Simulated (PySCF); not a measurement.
H₃Cl₅GeSi₂, SMILES Cl[SiH](Cl)[SiH2][Ge]([Cl])([Cl])[Cl] (PBE0/def2-SVP optimised geometry):

```
11

Si    -0.188    -2.472     1.936
Cl     0.461    -1.353     3.541
Cl     0.597    -4.378     2.039
Si     0.649    -1.454     0.000
Ge    -0.115     0.807     0.000
Cl    -0.141     1.685    -1.964
Cl     1.053     2.094     1.261
Cl    -2.140     0.840     0.747
H     -1.668    -2.570     1.984
H      2.140    -1.454     0.000
H      0.107    -2.094    -1.234
```

Level of theory: PBE0/def2-TZVP run with PySCF.

Question: What are the frontier orbital energies and the dipole moment?

Answer: HOMO-2 -9.26 eV, HOMO-1 -9.11 eV, HOMO -8.49 eV, LUMO -1.96 eV, LUMO+1 -1.25 eV; dipole moment 2.21 D.

Meta-Löwdin charges at PBE0/def2-TZVP: Si1 0.64, Cl2 -0.27, Cl3 -0.27, Si4 0.13, Ge5 0.74, Cl6 -0.27, Cl7 -0.27, Cl8 -0.29, H9 -0.07, H10 -0.03, H11 -0.04.
